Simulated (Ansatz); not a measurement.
Consider the cleavage of the B–Si bond: `OB(F)[SiH3]` + `[NH2][GeH3]` → `OB(F)[NH][GeH3]` + SiH₄.

Program: Ansatz. Geometries: PBE0-D4/def2-TZVP. ΔE: electronic, gas phase. CCSD(T)/CBS adds triple-zeta CCSD(T) − MP2 to the extrapolated MP2 energy (def2 sets, frozen cores). This one scheme is used for every species. For Ge outer-core shells are correlated without core-valence functions, which leaves a few kJ/mol of doubt a bond. Scalar relativity is left out up to krypton. One conformer a species, not always the lowest.

`OB(F)[SiH3]`:

```xyz
8

O     1.484    0.800   -1.036
B     0.208    0.810   -0.598
F    -0.531    1.837   -1.004
Si   -0.631   -0.602    0.610
H     1.994    0.048   -0.728
H    -1.788   -1.247   -0.066
H     0.368   -1.658    0.943
H    -1.106    0.012    1.879
```

`[NH2][GeH3]`:

Cartesian coordinates in Å:
```
N 0.885 0.740 0.140
Ge -0.462 -0.516 0.065
H 1.505 0.717 -0.658
H 0.549 1.687 0.248
H -1.272 -0.377 1.363
H -1.421 -0.359 -1.139
H 0.215 -1.892 -0.019
```

`OB(F)[NH][GeH3]`:

Cartesian coordinates in Å:
```
O -0.045 1.127 1.451
B 0.962 0.575 0.711
F 2.241 0.851 1.029
N 0.658 -0.270 -0.366
Ge -1.048 -0.728 -0.906
H 0.276 1.686 2.162
H 1.426 -0.657 -0.888
H -1.820 0.531 -1.324
H -1.782 -1.444 0.236
H -0.867 -1.671 -2.105
```

SiH₄:

Z-matrix (Å, degrees):
```
Si
H 1 1.485
H 1 1.485 2 109.5
H 1 1.485 2 109.5 3 -120.0
H 1 1.485 2 109.5 3 120.0
```

```tsv
level	ΔE (kcal/mol)
SCS-MP2/def2-TZVPP	-34.7
CCSD/def2-TZVPP	-34.1
```

Question: What does CCSD(T)/CBS give? (Best estimate.)

Answer: The calculation gave: -32.8 kcal/mol. The listed levels differ from it by -1.9, -1.3 kcal/mol.

Largest T1 diagnostic among the species: 0.014.

The D4 term adds −0.8 kcal/mol with B3LYP and −0.4 kcal/mol with PBE0; it sums over pairs of atoms, weighted by their polarisabilities, and B3LYP, whose exchange is more repulsive, gets the larger term. From PBE to PBE0 (25 % exact exchange), in def2-TZVPP and without D4, ΔE moves by −2.4 kcal/mol. In def2-TZVPP, CCSD(T) changes the Hartree–Fock value by +4.0 kcal/mol (the triples alone add +0.7 kcal/mol) and MP2 by +2.8 kcal/mol.

B3LYP here is the variant with VWN-RPA as its local correlation; programs differ in this.
